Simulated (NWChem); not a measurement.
Everything below was run with NWChem. System: C₃H₃Cl, charge 1, spin multiplicity 2, at the geometry of a parent with another charge or spin, in a state set for the comparison that need not be this species' ground state. Its SCF solution wasn't tested for a lower state. Level: UMP2/pcseg-2, 8 core orbitals frozen.

Job file:

```
start mol
memory heap 200 mb stack 900 mb global 1100 mb
charge 1
geometry units angstroms nocenter noautoz
  C      2.316098     0.443171     0.000000
  C      1.012357     0.535200     0.000000
  C     -0.290564     0.647140     0.000000
  Cl    -1.364415    -0.716117     0.000000
  H      2.883720     0.402964    -0.936593
  H      2.883720     0.402964     0.936593
  H     -0.799733     1.614986     0.000000
  symmetry group Cs
end
basis spherical
  * library pcseg-2
end
scf
  uhf
  nopen 1
  maxiter 100
  thresh 1e-7
  semidirect memsize 60000000 filesize 0
  # guess.movecs holds the orbitals of an unrestricted PBE0 run
  vectors input guess.movecs output mol.movecs
end
mp2
  freeze core 8
end
task mp2 energy
```

Output (cleaned and shortened):

```
             Northwest Computational Chemistry Package (NWChem) 7.3.0
             --------------------------------------------------------

                                NWChem Input Module
                                -------------------

 Scaling coordinates for geometry "geometry" by  1.889725989
 (inverse scale =  0.529177249)

 Turning off AUTOSYM since
 SYMMETRY directive was detected!

                             Geometry "geometry" -> ""
                             -------------------------

 Output coordinates in angstroms (scale by  1.889725989 to convert to a.u.)

  No.       Tag          Charge          X              Y              Z
 ---- ---------------- ---------- -------------- -------------- --------------
    1 C                    6.0000     2.31609800     0.44317100     0.00000000
    2 C                    6.0000     1.01235700     0.53520000     0.00000000
    3 C                    6.0000    -0.29056400     0.64714000     0.00000000
    4 Cl                  17.0000    -1.36441500    -0.71611700     0.00000000
    5 H                    1.0000     2.88372000     0.40296400    -0.93659300
    6 H                    1.0000     2.88372000     0.40296400     0.93659300
    7 H                    1.0000    -0.79973300     1.61498600     0.00000000

 Effective nuclear repulsion energy (a.u.)     126.0179018549

            Nuclear Dipole moment (a.u.)
            ----------------------------
        X                 Y               Z
 ---------------- ---------------- ----------------
    -0.0000037795    -0.0000170075     0.0000000000

      Symmetry information
      --------------------

 Group name             Cs
 Group number              2
 Group order               2
 No. of unique centers     6

      Symmetry unique atoms

     1    2    3    4    5    7


 Summary of "ao basis" -> "" (spherical)
 ------------------------------------------------------------------------------
       Tag                 Description            Shells   Functions and Types
 ---------------- ------------------------------  ------  ---------------------
 *                          pcseg-2                   on all atoms

 Summary of "ao basis" -> "ao basis" (spherical)
 ------------------------------------------------------------------------------
       Tag                 Description            Shells   Functions and Types
 ---------------- ------------------------------  ------  ---------------------
 C                          pcseg-2                 10       30   4s3p2d1f
 Cl                         pcseg-2                 12       34   5s4p2d1f
 H                          pcseg-2                  6       14   3s2p1d

                                 NWChem SCF Module
                                 -----------------

  ao basis        = "ao basis"
  functions       =   166
  atoms           =     7
  alpha electrons =    19
  beta  electrons =    18
  charge          =   1.00
  wavefunction    = UHF
  use symmetry    = T
  symmetry adapt  = T

 Summary of "ao basis" -> "ao basis" (spherical)
 ------------------------------------------------------------------------------
       Tag                 Description            Shells   Functions and Types
 ---------------- ------------------------------  ------  ---------------------
 C                          pcseg-2                 10       30   4s3p2d1f
 Cl                         pcseg-2                 12       34   5s4p2d1f
 H                          pcseg-2                  6       14   3s2p1d
[...]
    2 C    6     2.62   1.00  0.28  0.20  0.04  0.48  0.50  0.08  0.01  0.03  0.00
    3 C    6     2.67   1.00  0.27  0.21  0.04  0.53  0.55  0.02  0.01  0.04  0.00
    4 Cl  17     8.36   1.01  0.19  0.80  0.52  0.47  2.96  0.47  1.42  0.50  0.00  0.03  0.00
    5 H    1     0.40   0.19  0.19 -0.00  0.00  0.02  0.00
    6 H    1     0.40   0.19  0.19 -0.00  0.00  0.02  0.00
    7 H    1     0.44   0.21  0.21 -0.00  0.00  0.02  0.00

   Mulliken analysis of the spin density
   -------------------------------------

    Atom       Charge   Shell Charges
 -----------   ------   -------------------------------------------------------
    1 C    6    -0.43   0.00 -0.02 -0.03 -0.02 -0.14 -0.19 -0.05  0.00  0.01  0.00
    2 C    6     0.80  -0.00  0.02  0.03  0.01  0.29  0.36  0.09 -0.00  0.01 -0.00
    3 C    6     0.38  -0.00  0.01  0.02 -0.02  0.17  0.19 -0.00  0.00  0.02  0.00
    4 Cl  17     0.17   0.00  0.00 -0.00  0.01 -0.00  0.00  0.04  0.11  0.00 -0.00 -0.00 -0.00
    5 H    1     0.05   0.02  0.03  0.00 -0.00 -0.00 -0.00
    6 H    1     0.05   0.02  0.03  0.00 -0.00 -0.00 -0.00
    7 H    1    -0.02  -0.00 -0.02 -0.00  0.00  0.00  0.00

       Multipole analysis of the density wrt the origin
       ------------------------------------------------

     L   x y z        total         alpha         beta         nuclear
     -   - - -        -----         -----         ----         -------
     0   0 0 0      1.000000    -19.000000    -18.000000     38.000000

     1   1 0 0      1.438926      0.956736      0.482193     -0.000004
     1   0 1 0      0.957490      0.112364      0.845144     -0.000017
     1   0 0 1      0.000000      0.000000      0.000000      0.000000

     2   2 0 0     -7.585517   -160.422878   -160.561244    313.398605
     2   1 1 0      1.847075    -45.879856    -44.849762     92.576694
     2   1 0 1      0.000000     -0.000000      0.000000      0.000000
     2   0 2 0    -18.583822    -40.795926    -38.712820     60.924924
     2   0 1 1     -0.000000      0.000000     -0.000000      0.000000
     2   0 0 2    -19.542482    -13.949653    -11.857951      6.265121

                   NWChem MP2 Semi-direct Energy/Gradient Module
                   ---------------------------------------------

  Basis functions       =    166
  Molecular orbitals    =    166
  Frozen core           =      8
  Frozen virtuals       =      0
  Active alpha occupied =     11
  Active beta occupied  =     10
  Active alpha virtual  =    147
  Active beta virtual   =    148
  Use MO symmetry       = T
  Use skeleton AO sym   = T

  AO/Fock/Back tols     =   1.0D-09  1.0D-09  1.0D-09

 GA uses MA = F    GA memory limited = T

 Available:
  local mem=  1.26D+08
 global mem=  1.44D+08
 local disk=  0.00D+00
  mp2_memr nvloc                   147
  nvloc new                   147
   1 passes of  11:        5242880                     137031                  71040226.
   1 passes of  11: M    126146737           G      144124088           F     120903857.

 Semi-direct pass number   1 of   1  for UHF alpha       at       23.4s
  vrange nnbf                 12913
  mp2_eaftype                   270  avail_ma_in_mb                  1099
 EAF : mp2_eaftype filesize         270   35520113.
  mp2_eaf for mointskh                    270
Node 0 wrote    167.0 Mb in      0.1 s     Agg I/O rate:  1737.2 Mb/s
 Done moints_semi at       32.6s
  mp2_eaftype                   270  avail_ma_in_mb                   829
 EAF : mp2_eaftype filesize         270   35520113.
  mp2_eaf for kh                   270
 Done maket at       33.1s
 Done multipass loop at       33.1s

 GA uses MA = F    GA memory limited = T

 Available:
  local mem=  1.26D+08
 global mem=  1.44D+08
 local disk=  0.00D+00
  mp2_memr nvloc                   148
  nvloc new                   148
   1 passes of  10:        5242880                     130184                  65025350.
   1 passes of  10: M    126146737           G      144124088           F     120903857.

 Semi-direct pass number   1 of   1  for UHF beta        at       33.2s
  vrange nnbf                 12913
  mp2_eaftype                   248  avail_ma_in_mb                  1099
 EAF : mp2_eaftype filesize         248   32512675.
  mp2_eaf for mointskh                    248
Node 0 wrote    152.9 Mb in      0.2 s     Agg I/O rate:   988.4 Mb/s
 Done moints_semi at       42.2s
  mp2_eaftype                   248  avail_ma_in_mb                   851
 EAF : mp2_eaftype filesize         248   32512675.
  mp2_eaf for kh                   248
 Done maket at       42.6s
 Done multipass loop at       42.6s

          -------------------------------------------
          SCF energy                -574.507187540132
          Correlation energy          -0.592235937116
          Singlet pairs                0.000000000000
          Triplet pairs                0.000000000000
          Total MP2 energy          -575.099423477248
          -------------------------------------------

          ---------------------------------------------------
                    Spin Component Scaled (SCS) MP2
          Same spin pairs                     -0.143714310176
          Same spin scaling factor             0.333333333333
          Opposite spin pairs                 -0.448521626939
          Opposite spin scaling fact.          1.200000000000
          SCS-MP2 correlation energy          -0.586130722386
          Total SCS-MP2 energy              -575.093318262518
          ---------------------------------------------------

 -----------------------
 Performance information
 -----------------------

 Timer overhead =  9.67D-08 seconds/call

               Nr. of calls         CPU time (s)                 Wall time (s)                GFlops
             ---------------    -------------------     ------------------------------   -------------------
Name         Min   Avg   Max    Min     Avg     Max     Min     Avg     Max   Mx/calls   Min     Max     Sum
mp2: moin     2     2     2    18.     18.     18.      18.     18.     18.     9.1      0.0     0.0     0.0
mp2: make     2     2     2   0.90    0.90    0.90     0.90    0.90    0.90    0.45      0.0     0.0     0.0
mp2: tota     1     1     1    19.     19.     19.      19.     19.     19.     19.      0.0     0.0     0.0

 The average no. of pstat calls per process was 5.00D+00
 with a timing overhead of 4.83D-07s

 Task  times  cpu:       42.6s     wall:       42.6s

 Total times  cpu:       42.6s     wall:       42.6s
```
